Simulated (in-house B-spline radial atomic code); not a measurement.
Configurations of Be, with energies counted from [He] 2s2. Level of theory: Dirac-Hartree-Fock, average of configuration, Fermi nucleus of rms radius 2.519 fm; calculated with a B-spline radial code for spherical atoms. Energies include first-order Breit, QED and recoil terms.

```tsv
configuration	E - E(ref) (eV)	highest orbital	its <r> (bohr)
[He] 2s1 2p1	2.6208	2p3/2	3.064
[He] 2s1 3d1	6.5138	3d5/2	10.26
[He] 2s1 4p1	7.0544	4p3/2	19.71
[He] 2s1 4f1	7.1944	4f7/2	17.99
[He] 2s1 5p1	7.4318	5p3/2	32.37
[He] 2s1 5d1	7.4948	5d5/2	34.05
```

**Question.** Order these further configurations by energy, lowest first.
A. [He] 2s1 6p1
B. [He] 2s1 6d1
C. [He] 2s1 4d1
D. [He] 2s1 6g1
E. [He] 2s1 5f1

**Answer.** C (7.1841 eV), E (7.5005 eV), A (7.628 eV), B (7.6634 eV), D (7.6669 eV).

**Question.** How far above the reference does [He] 2s1 5g1 lie?

**Answer.** 7.5007 eV; its least bound orbital is 5g9/2 with <r> = 27.5 bohr.
